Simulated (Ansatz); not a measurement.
A structure relaxed at r2SCAN-D4/def2-SVPD in Ansatz, charge -1, quartet:

```csv
atom,x (Å),y (Å),z (Å)
Co1,0.0087,-0.3398,0.2435
F2,-0.2935,-0.3943,-1.6437
F3,0.0598,1.3012,1.2033
F4,0.5208,-1.9256,1.1711
O5,-0.5470,2.4101,-1.3290
H6,-0.4712,1.5065,-1.6861
H7,-0.3515,2.2729,-0.3841
O8,-1.9855,-1.3826,0.0859
H9,-1.4815,-2.1463,0.4141
H10,-1.7222,-1.2792,-0.8537
O11,2.3019,0.0245,0.5940
H12,2.1069,-0.7879,1.0976
H13,1.8544,0.7406,1.0870
```

Give its formula.

CoO₃F₃H₆⁻.

Summarise the bond lengths by kind (pairs closer than 1.2 times the sum of covalent radii, bridged metal pairs left out).

3 × Co–F 1.90 to 1.91 Å; 2 × Co–O 2.26 to 2.35 Å; 6 × H–O 0.97 to 0.98 Å. The metal has 5 neighbours: F 1.91 Å, F 1.90 Å, F 1.91 Å, O 2.26 Å, O 2.35 Å.

In the quartet geometry the species has come apart into loosely held pieces.
